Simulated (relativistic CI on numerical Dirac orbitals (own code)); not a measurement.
# Radial parameters of Nb³²⁺

Computed by Dirac-Coulomb-Breit CI, separate exchange-only KLI orbitals for each configuration, model QED (radiative potential, 1s self-energy scaled to tabulated hydrogen-like ionisation energies), unscaled Slater integrals (own radial code, finite nucleus).

Slater integrals F^k, G^k are unscaled and averaged over j, outside the closed core 1s2; ζ comes from projecting the Hamiltonian with its Breit term on Σ l·s of the shell.

- 2s2 2p5: ζ(2p) = 529740 cm⁻¹; <r>(2p) = 0.1328, <r^2>(2p) = 0.02139 (bohr units).
- 2p6 3p: ζ(3p) = 140380 cm⁻¹; <r>(3p) = 0.3508, <r^2>(3p) = 0.1419 (bohr units).
- 2p6 3d: ζ(3d) = 18913 cm⁻¹; <r>(3d) = 0.3062, <r^2>(3d) = 0.1077 (bohr units).

Averages of the first 10 configurations, taken without configuration mixing, which lowers the lowest level and can move excited configurations by several eV; other configurations of the list can lie among them:

```json
{"Configuration": "2s2 2p5", "Parity": "odd", "States": "6", "Average energy above the lowest level (eV)": "33.3"}
{"Configuration": "2s 2p6", "Parity": "even", "States": "2", "Average energy above the lowest level (eV)": "314.1"}
{"Configuration": "2p6 3s", "Parity": "even", "States": "2", "Average energy above the lowest level (eV)": "2955.3"}
{"Configuration": "2p6 3p", "Parity": "odd", "States": "6", "Average energy above the lowest level (eV)": "3028.2"}
{"Configuration": "2p6 3d", "Parity": "even", "States": "10", "Average energy above the lowest level (eV)": "3112.3"}
{"Configuration": "2s2 2p4 3s", "Parity": "even", "States": "30", "Average energy above the lowest level (eV)": "2402.4"}
{"Configuration": "2s2 2p4 3p", "Parity": "odd", "States": "90", "Average energy above the lowest level (eV)": "2480.0"}
{"Configuration": "2s2 2p4 3d", "Parity": "even", "States": "150", "Average energy above the lowest level (eV)": "2564.6"}
{"Configuration": "2s 2p5 3s", "Parity": "odd", "States": "24", "Average energy above the lowest level (eV)": "2663.3"}
{"Configuration": "2s 2p5 3p", "Parity": "even", "States": "72", "Average energy above the lowest level (eV)": "2738.6"}
```
